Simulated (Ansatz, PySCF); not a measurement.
Gas-phase reaction (SMILES): N[Si](Cl)(Cl)Cl + Cl (HCl) → Cl[Si](Cl)(Cl)Cl [tetrachlorosilane] + N (NH3); hydrogen chloride cleaves one Si-N bond, a model of a ligand-exchange step.

Each molecule is optimised on its own at B3LYP-D3(BJ)/def2-TZVP (Ansatz, a first-principles code), one conformer each, not searched for the lowest. Correlated levels leave the core frozen unless marked. Spin-orbit coupling is left out. No relativistic terms. CBS(X,Y): correlation extrapolated as X^-3; Hartree-Fock from the larger set. The bracket is a focal-point correction in the basis named. Thermal terms are rigid-rotor harmonic-oscillator values from B3LYP-D3(BJ) frequencies (Ansatz or PySCF) at 298.15 K and 1 atm. 1 Eh = 627.5095 kcal/mol.

```tsv
species	E, RI-MP2/CBS(cc-pV(T+d)Z,cc-pV(Q+d)Z)+[CCSD(T)-MP2]/cc-pV(T+d)Z (Ansatz) (Eh)	E, B3LYP-D3(BJ)/def2-TZVPD (Ansatz + dftd3) (Eh)	H - E (Eh)	G - E (Eh)
N[Si](Cl)(Cl)Cl	-1724.50557	-1726.40353	0.03959	-0.00133
Cl (HCl)	-460.37804	-460.83744	0.01000	-0.01120
Cl[Si](Cl)(Cl)Cl	-2128.38492	-2130.66038	0.01467	-0.02308
N (NH3)	-56.50668	-56.58902	0.03799	0.01614
```

Work out ΔE and ΔH, ΔG, ΔS and the equilibrium constant at 298.15 K at the first level, then ΔH at the second.


1. ΔE = [(-2128.38492) + (-56.50668)] - [(-1724.50557) + (-460.37804)] = -0.00799 Eh = -5.0 kcal/mol at RI-MP2/CBS(cc-pV(T+d)Z,cc-pV(Q+d)Z)+[CCSD(T)-MP2]/cc-pV(T+d)Z.
2. The terms H - E add up to 0.00307 Eh, so ΔH = (-0.00799 + (0.00307))×627.5095 = -3.1 kcal/mol.
3. The terms G - E add up to 0.00559 Eh, so ΔG = -1.5 kcal/mol, and ΔS = (0.00307 - (0.00559))×627509.5/298.15 = -5.3 cal/(mol K).
4. log10 K = -ΔG/(RT ln 10) = 1.1, with RT ln 10 = 1.3642 kcal/mol.
5. At B3LYP-D3(BJ)/def2-TZVPD the same steps give ΔE = -5.3 and ΔH = -3.4 kcal/mol, a shift of -0.3 from the first level.
6. These values are not checked against measurement here, since the tables used lack a sound gas-phase enthalpy of formation for at least one species.
